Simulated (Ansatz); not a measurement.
System: CuF, net charge 1, doublet state. The spin state was set by rule; other spins were not relaxed. SMILES of the parent species: [F][Cu]
Coordinates optimised at B3LYP-D3(BJ)/def2-TZVP (Ansatz, a first-principles code):
```xyz
2

Cu     0.0000     0.0000    -0.4040
F      0.0000     0.0000     1.3016
```
Charge +1, spin multiplicity 2.

Parts of the frozen-core correlation energy in def2-SVP (Ansatz, hartree). Frozen orbitals: 10; correlated occupied orbitals by spin: 9 and 8; virtual: 26 and 27. Open shells are spin-unrestricted. No spin-orbit coupling. Non-relativistic.

| term | value |
|---|---|
| reference (HF) | -1737.75277 |
| MP2 opposite-spin | -0.26534 |
| MP2 same-spin | (withheld) |
| CCSD correlation | (withheld) |
| (T) | (withheld) |
| CCSDT minus CCSD(T) | -0.00017 |
| T1 diagnostic | 0.059 |
| largest doubles amplitude | 0.037 |
| <S^2> of the reference | 0.752 |

Question: Fill in the missing entries.

Answer: 
- MP2 same-spin, value: -0.13148
- CCSD correlation, value: -0.40262
- (T), value: -0.01167
